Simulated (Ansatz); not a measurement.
Molecule: MoO$_{2}$, charge 0, multiplicity 3. The spin state was set by rule; other spins were not relaxed. 
Geometry from a B3LYP-D3(BJ)/def2-TZVP (Ansatz, a program for electronic structure) optimisation:
SMILES: [O]=[Mo]=[O]
```xyz
3

Mo     0.1535    -0.1264     0.1567
O      0.6896     0.5548    -1.3018
O     -1.4954     0.1088     0.4794
```
Charge 0, spin multiplicity 3.

Basis-set convergence of Hartree-Fock and MP2 correlation energies (hartree) with Ansatz. Correlated levels leave the core frozen unless marked. Open shells are spin-unrestricted. No spin-orbit coupling. The frozen core is the preceding noble-gas configuration, with the filled d and f shells of earlier blocks. Past Kr the def2 sets carry scalar-relativistic core potentials.

The UHF reference is spin-contaminated (<S^2> 0.11 over the pure value in the largest basis). 

```tsv
basis	functions	E(HF)	E(corr, MP2)
def2-SVP	59	-217.07691	-0.59509
def2-TZVPP	118	?	?
```

**Question.** What belongs in the gaps?

**Answer.** 
- def2-TZVPP, E(HF): -217.30010
- def2-TZVPP, E(corr, MP2): -0.72446
